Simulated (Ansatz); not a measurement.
`C[SiH2]C1C=N1` → `CC[SiH2]C#N`  (isomerisation)

Program: Ansatz. Geometries: PBE0-D4/def2-TZVP. ΔE: electronic, gas phase. CCSD(T)/CBS is the MP2 limit (def2-TZVPP, def2-QZVPP) plus CCSD(T) − MP2 in def2-TZVPP, frozen cores. DFT in def2-TZVPP. Each species was taken in one conformer, which may not be the lowest.

`C[SiH2]C1C=N1`:

Cartesian coordinates in Å:
```
C 0.482 -1.801 0.509
Si -0.732 -0.449 0.075
C 0.079 1.235 0.155
C 0.066 2.185 -0.944
N 1.149 1.579 -0.934
H 0.014 -2.786 0.441
H 0.857 -1.673 1.527
H 1.335 -1.776 -0.173
H -1.883 -0.469 1.023
H -1.253 -0.638 -1.308
H 0.324 1.635 1.141
H -0.438 2.957 -1.512
```

`CC[SiH2]C#N`:

Cartesian coordinates in Å:
```
C -0.774 1.106 -0.753
C -0.255 0.685 0.619
Si 0.247 -1.110 0.708
C 1.568 -1.406 -0.562
N 2.382 -1.552 -1.364
H -1.062 2.160 -0.758
H -1.651 0.524 -1.045
H -0.015 0.967 -1.525
H -1.016 0.849 1.391
H 0.609 1.291 0.910
H -0.865 -2.027 0.360
H 0.831 -1.487 2.017
```

(1) Is it downhill or uphill in electronic energy at CCSD(T)/CBS, and by how much? (Estimate.)

(2) What do these levels give: BLYP-D4, B97M-V, r2SCAN0-D4, CAM-B3LYP-D4, BLYP, r2SCANh, r2SCAN0, BHLYP, CAM-B3LYP, HF/def2-TZVPP, CCSD/def2-TZVPP, HF/CBS(def2)? (Best estimate.)

Largest T1 diagnostic among the species: 0.012.

## Answers

(1) Computed: Downhill: ΔE = -206.7 kJ/mol.

(2) Computed: BLYP-D4 -201.2, B97M-V -191.0, r2SCAN0-D4 -192.9, CAM-B3LYP-D4 -204.8, BLYP -202.3, r2SCANh -191.5, r2SCAN0 -192.9, BHLYP -214.1, CAM-B3LYP -205.0, HF/def2-TZVPP -238.3, CCSD/def2-TZVPP -215.6, HF/CBS(def2) -237.1 kJ/mol.

At CCSD(T), def2-SVP lies −5.2 kJ/mol from the extrapolated value and def2-TZVPP −4.1 kJ/mol. Leaving LDA and LC-ωPBE aside and taking each functional with its dispersion term where it has one, the values, not all of them listed here, spread over 34.8 kJ/mol, from BHLYP-D4 to PBE-D4. LDA lies +14.7 kJ/mol from PBE without D4.
